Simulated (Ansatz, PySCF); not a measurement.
Species: sum formula H3Si2OCl2, net charge 0, doublet state. It need not be the lowest isomer of its formula. SMILES: [SiH3]O[Si](Cl)Cl
Structure (B3LYP-D3(BJ)/def2-TZVP (Ansatz, an electronic-structure program) minimum search):
```xyz
8

Si     0.5329     0.0312     0.6343
Cl     0.3174     1.9799    -0.0439
Cl     2.0931    -0.8722    -0.3749
O     -0.8284    -0.7892     0.3405
Si    -2.3812    -0.7619    -0.2352
H     -3.1488     0.2888     0.4654
H     -2.9696    -2.0889     0.0306
H     -2.3572    -0.4882    -1.6871
```
Charge 0, spin multiplicity 2.

Quantity: atomisation energy (electronic, to ground-state atoms), in eV. Cores are frozen in the correlated levels unless marked. UHF or UKS for open shells. No spin-orbit coupling. Non-relativistic. The coupled-cluster limit lacks core correlation, which all-electron functionals hold. Basis-set limits of correlation are two-point, X^-3; Hartree-Fock from the larger set. The bracket is a focal-point correction in the basis named.

```
level                                                                 program  atomisation energy (eV)  minus last row
-------------------------------------------------------------  --------------  -----------------------  --------------
HF/def2-TZVPD                                                           PySCF                    20.59           -7.07
PBE/def2-TZVPD                                                         Ansatz                    27.39           -0.27
PBE0-D3(BJ)/def2-TZVP                                          Ansatz + dftd3                    27.32           -0.34
PBE0/def2-TZVPD                                                        Ansatz                    27.08           -0.58
M06-2X/def2-TZVPD                                                       PySCF                    27.78            0.12
CCSD(T)/STO-3G                                                         Ansatz                    26.68           -0.98
RI-MP2/CBS(cc-pV(T+d)Z,cc-pV(Q+d)Z)+[CCSD(T)-MP2]/cc-pV(T+d)Z          Ansatz                    27.66            0.00
```
